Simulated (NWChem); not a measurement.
System: CH4NO cation; SMILES C(=[OH+])N

Excerpt of the output:

```
             Northwest Computational Chemistry Package (NWChem) 7.3.0
             --------------------------------------------------------

                             Geometry "geometry" -> ""
                             -------------------------

 Output coordinates in angstroms (scale by  1.889725989 to convert to a.u.)

  No.       Tag          Charge          X              Y              Z
 ---- ---------------- ---------- -------------- -------------- --------------
    1 N                    7.0000     0.18038000    -1.10642600     0.00000000
    2 C                    6.0000    -0.42628400     0.03946600     0.00000000
    3 O                    8.0000     0.11931500     1.19273300     0.00000000
    4 H                    1.0000     1.19595900    -1.21011600     0.00000000
    5 H                    1.0000    -0.36683600    -1.96720700     0.00000000
    6 H                    1.0000    -1.52403800     0.05890300     0.00000000
    7 H                    1.0000     1.09332200     1.21858400     0.00000000

 Effective nuclear repulsion energy (a.u.)      78.8058911457

                                 NWChem DFT Module
                                 -----------------

 Summary of "ao basis" -> "ao basis" (spherical)
 ------------------------------------------------------------------------------
       Tag                 Description            Shells   Functions and Types
 ---------------- ------------------------------  ------  ---------------------
 N                          def2-svp                 6       14   3s2p1d
 C                          def2-svp                 6       14   3s2p1d
 O                          def2-svp                 6       14   3s2p1d
 H                          def2-svp                 3        5   2s1p

 in cosmo_initialize ...
 calling solv_data for solv:etoac

 solvent parameters
 solvname_short: etoac
 solvname_long:  ethyl acetate
 dielec:        5.9867
 dielecinf:     1.8832
 nonaqueous SMD model solvent descriptors
 dielec:        5.9867
 sola:          0.0000
 solb:          0.4500
 solc:          0.0000
 solg:         33.6700
 solh:          0.0000
 soln:          1.3723

          ---------------
          -cosmo- solvent
          ---------------
 Cosmo: York-Karplus, doi: 10.1021/jp992097l
 dielectric constant -eps-     =   5.99
 screen = (eps-1)/(eps    )    =   0.83296
 surface charge correction     = lagrangian

   van der Waals surface
 --------------------------

 ---------- ATOMIC COORDINATES (A.U.) ------------ VDWR(ANG.) --
     1    0.34086877   -2.09084197    0.00000000     1.890
     2   -0.80555995    0.07457993    0.00000000     1.850
     3    0.22547266    2.25393855    0.00000000     2.294
     4    2.26003480   -2.28678765    0.00000000     1.200
     5   -0.69321952   -3.71748219    0.00000000     1.200
     6   -2.88001422    0.11131053    0.00000000     1.200
     7    2.06607900    2.30278985    0.00000000     1.200
 number of segments per atom =        128
 number of   points per atom =        128
 atom (   nspa,  nppa )
 ----------------------
    1 (     64,     0 )       0
    2 (     24,     0 )       0
    3 (    100,     0 )       0
    4 (     42,     0 )       0
    5 (     46,     0 )       0
    6 (     46,     0 )       0
    7 (      4,     0 )       0
 number of -cosmo- surface points =      326
 molecular surface =     90.337 angstrom**2
 molecular volume  =     74.574 angstrom**3
 -lineq- algorithm             =   0
 -bem- low  level              =   3
 -bem- from -octahedral-
 gaussian surface charge width =   4.50000
 degree of switching           =   1.00000
 switching function tolerance  =   0.00010
 atomic radii =
 --------------
    1  7.000  1.890
    2  6.000  1.850
    3  8.000  2.294
    4  1.000  1.200
    5  1.000  1.200
    6  1.000  1.200
    7  1.000  1.200
 ...... end of -cosmo- initialization ......

 nat:                     7
 ixmem:                  2814
 calling mnsol_interface()
 G(SMD-CDS) energy (kcal/mol)  =     0.262
 SMD-CDS SASA (angstrom**2)    =    96.932

            General Information
            -------------------
          SCF calculation type: DFT
          Wavefunction type:  closed shell.
          No. of atoms     :     7
          No. of electrons :    24
           Alpha electrons :    12
            Beta electrons :    12
          Charge           :     1
          Spin multiplicity:     1
          Use of symmetry is: off; symmetry adaption is: off
          Maximum number of iterations: 150
          AO basis - number of functions:    62
                     number of shells:    30
          Convergence on energy requested:  1.00D-06
          Convergence on density requested:  1.00D-05
          Convergence on gradient requested:  5.00D-04

              XC Information
              --------------
                       M05-2X Method XC Functional
                     Hartree-Fock (Exact) Exchange  0.560
                M05-2X metaGGA Exchange Functional  0.440
                      M05-2X Correlation Potential  1.000

             Grid Information
             ----------------
          Grid used for XC integration:  medium
          Radial quadrature: Mura-Knowles
          Angular quadrature: Lebedev.
          Tag              B.-S. Rad. Rad. Pts. Rad. Cut. Ang. Pts.
          ---              ---------- --------- --------- ---------
          N                   0.65       49           8.0       434
          C                   0.70       49           7.0       434
          O                   0.60       49           9.0       434
          H                   0.35       45          10.0       434
          Grid pruning is: on
          Number of quadrature shells:   327
          Spatial weights used:  Erf1

      Superposition of Atomic Density Guess
      -------------------------------------

 Sum of atomic energies:        -168.55726202

 Renormalizing density from      25.00 to     24

      Non-variational initial energy
      ------------------------------

 Total energy =    -165.580179
 1-e energy   =    -369.211739
 2-e energy   =     124.825668
 HOMO         =      -0.791565
 LUMO         =      -0.366161

   convergence    iter        energy       DeltaE   RMS-Dens  Diis-err
 ---------------- ----- ----------------- --------- --------- ---------
     COSMO gas phase
 d= 0,ls=0.0,diis     1   -169.9147851783 -2.49D+02  1.87D-02  1.51D+00
 d= 0,ls=0.0,diis     2   -169.9229331149 -8.15D-03  9.70D-03  1.53D+00
 d= 0,ls=0.0,diis     3   -170.0578986978 -1.35D-01  1.52D-03  2.49D-02
 d= 0,ls=0.0,diis     4   -170.0598642824 -1.97D-03  6.25D-04  5.01D-03
 d= 0,ls=0.0,diis     5   -170.0603555294 -4.91D-04  1.61D-04  2.76D-04
  Resetting Diis
 d= 0,ls=0.0,diis     6   -170.0603846629 -2.91D-05  3.31D-05  7.43D-06
 d= 0,ls=0.0,diis     7   -170.0603856403 -9.77D-07  7.08D-06  1.37D-07

   convergence    iter        energy       DeltaE   RMS-Dens  Diis-err
 ---------------- ----- ----------------- --------- --------- ---------
     COSMO solvation phase
 d= 0,ls=0.0,diis     1   -170.1567688285 -9.64D-02  1.54D-03  3.49D-03
 d= 0,ls=0.0,diis     2   -170.1574597329 -6.91D-04  4.06D-04  1.82D-03
 d= 0,ls=0.0,diis     3   -170.1575974239 -1.38D-04  1.67D-04  3.15D-04
 d= 0,ls=0.0,diis     4   -170.1576317470 -3.43D-05  2.99D-05  6.02D-06
 d= 0,ls=0.0,diis     5   -170.1576331519 -1.40D-06  1.18D-05  8.46D-07
 d= 0,ls=0.0,diis     6   -170.1576332145 -6.27D-08  3.95D-06  1.29D-07

         Total DFT energy =     -170.157633214534
      One electron energy =     -375.682001470068
           Coulomb energy =      153.064487256185
    Exchange-Corr. energy =      -22.071941030999
 Nuclear repulsion energy =       78.805891145719

             COSMO energy =       -4.274069115371

 Numeric. integr. density =       24.000003586709

                                COSMO-SMD solvation results
                                ---------------------------

             internal energy in gas <Psi(g)|H|Psi(g)> =      -170.060385640298
         internal energy in solvent <Psi(s)|H|Psi(s)> =      -170.059445041402
                               delta internal energy  =         0.000940598896 (    0.59 kcal/mol)
   total free energy in solvent <Psi(s)|H+V/2|Psi(s)> =      -170.158050290989
 polarization energy contribution <Psi(s)|V/2|Psi(s)> =        -0.098605249587 (  -61.88 kcal/mol)
    total free energy in solvent including G(SMD-CDS) =      -170.157633214534
                       G(SMD-CDS) energy contribution =         0.000417076455 (    0.26 kcal/mol)
     1 M fixed-concentration free energy of solvation =        -0.097247574236 (  -61.02 kcal/mol)

                       DFT Final Molecular Orbital Analysis
                       ------------------------------------

 Vector   10  Occ=2.000000D+00  E=-6.140767D-01
              MO Center= -1.8D-01, -2.0D-01,  1.7D-09, r^2= 2.3D+00
   Bfn.  Coefficient  Atom+Function         Bfn.  Coefficient  Atom+Function
  ----- ------------  ---------------      ----- ------------  ---------------
    33      0.337733  3 O  py                 4     -0.297247  1 N  px
    18     -0.292360  2 C  px                53      0.247493  6 H  s
    48     -0.239500  5 H  s                 43      0.235808  4 H  s
    36      0.197282  3 O  py                 5     -0.142645  1 N  py
     7      0.098851  1 N  px                19     -0.095682  2 C  py

 Vector   11  Occ=2.000000D+00  E=-5.554146D-01
              MO Center= -2.2D-01,  7.4D-01,  1.4D-10, r^2= 1.6D+00
   Bfn.  Coefficient  Atom+Function         Bfn.  Coefficient  Atom+Function
  ----- ------------  ---------------      ----- ------------  ---------------
    32      0.350334  3 O  px                33     -0.323312  3 O  py
    53      0.266370  6 H  s                 36     -0.226873  3 O  py
    31     -0.222649  3 O  s                 58      0.216830  7 H  s
    18     -0.212132  2 C  px                30     -0.187290  3 O  s
    35      0.186262  3 O  px                 5      0.170580  1 N  py

 Vector   12  Occ=2.000000D+00  E=-4.698956D-01
              MO Center=  1.3D-01, -3.2D-01, -1.3D-10, r^2= 1.8D+00
   Bfn.  Coefficient  Atom+Function         Bfn.  Coefficient  Atom+Function
  ----- ------------  ---------------      ----- ------------  ---------------
     6      0.492116  1 N  pz                34      0.386509  3 O  pz
     9     -0.375111  1 N  pz                37      0.295550  3 O  pz
    20     -0.142558  2 C  pz                23     -0.064015  2 C  pz
    25      0.045264  2 C  d -1

 Vector   13  Occ=0.000000D+00  E=-3.436007D-02
              MO Center= -2.7D-01, -8.8D-02, -1.0D-10, r^2= 1.7D+00
   Bfn.  Coefficient  Atom+Function         Bfn.  Coefficient  Atom+Function
  ----- ------------  ---------------      ----- ------------  ---------------
    23      0.614268  2 C  pz                20      0.580460  2 C  pz
     9     -0.436828  1 N  pz                 6      0.335491  1 N  pz
    37     -0.321983  3 O  pz                34     -0.284623  3 O  pz
    57      0.026248  6 H  pz

 Vector   14  Occ=0.000000D+00  E= 5.844061D-02
              MO Center=  1.2D+00,  3.9D-01,  1.3D-10, r^2= 3.6D+00
   Bfn.  Coefficient  Atom+Function         Bfn.  Coefficient  Atom+Function
  ----- ------------  ---------------      ----- ------------  ---------------
    59      1.003233  7 H  s                 31     -0.704754  3 O  s
     3     -0.612964  1 N  s                 44      0.592577  4 H  s
    49      0.374780  5 H  s                 35     -0.305153  3 O  px
    32     -0.229501  3 O  px                 7     -0.179962  1 N  px
    58      0.172514  7 H  s                 30     -0.170998  3 O  s

 Vector   15  Occ=0.000000D+00  E= 8.654742D-02
              MO Center= -8.8D-01, -1.0D+00, -3.0D-11, r^2= 4.5D+00
   Bfn.  Coefficient  Atom+Function         Bfn.  Coefficient  Atom+Function
  ----- ------------  ---------------      ----- ------------  ---------------
    54      1.197988  6 H  s                 49      1.061930  5 H  s
     3     -0.927084  1 N  s                 21      0.698591  2 C  px
    59     -0.443370  7 H  s                 17     -0.440854  2 C  s
    18      0.230334  2 C  px                 8      0.202461  1 N  py
     5     -0.157764  1 N  py                48      0.154586  5 H  s

     Multipole analysis of the density
     ---------------------------------

     L   x y z        total         alpha         beta         nuclear
     -   - - -        -----         -----         ----         -------
     0   0 0 0      1.000000    -12.000000    -12.000000     25.000000

     1   1 0 0      0.489672      0.190144      0.190144      0.109383
     1   0 1 0     -1.173036     -0.712980     -0.712980      0.252925
     1   0 0 1     -0.000000     -0.000000     -0.000000      0.000000

     2   2 0 0     -6.355777    -14.810428    -14.810428     23.265080
     2   1 1 0      1.362543      0.400170      0.400170      0.562203
     2   1 0 1      0.000000      0.000000      0.000000      0.000000
     2   0 2 0     -7.059360    -51.350144    -51.350144     95.640928
     2   0 1 1      0.000000      0.000000      0.000000      0.000000
     2   0 0 2    -12.864471     -6.432236     -6.432236      0.000000
```

Level: M05-2X/def2-SVP, SMD on the gas-phase geometry. Structure relaxed at the PBE0/def2-SVP level. Solvent: ethyl acetate.

Question: Write an input that gives this output.

Answer: One answer among several that fit: the input that was run:
```
start job
memory heap 200 mb stack 900 mb global 1100 mb
charge 1
geometry units angstroms noautosym nocenter noautoz
  N      0.180380    -1.106426     0.000000
  C     -0.426284     0.039466     0.000000
  O      0.119315     1.192733     0.000000
  H      1.195959    -1.210116     0.000000
  H     -0.366836    -1.967207     0.000000
  H     -1.524038     0.058903     0.000000
  H      1.093322     1.218584     0.000000
end
basis spherical
  * library def2-svp
end
dft
  xc m05-2x
  iterations 150
end
cosmo
  do_cosmo_smd true
  solvent etoac
end
task dft energy
```
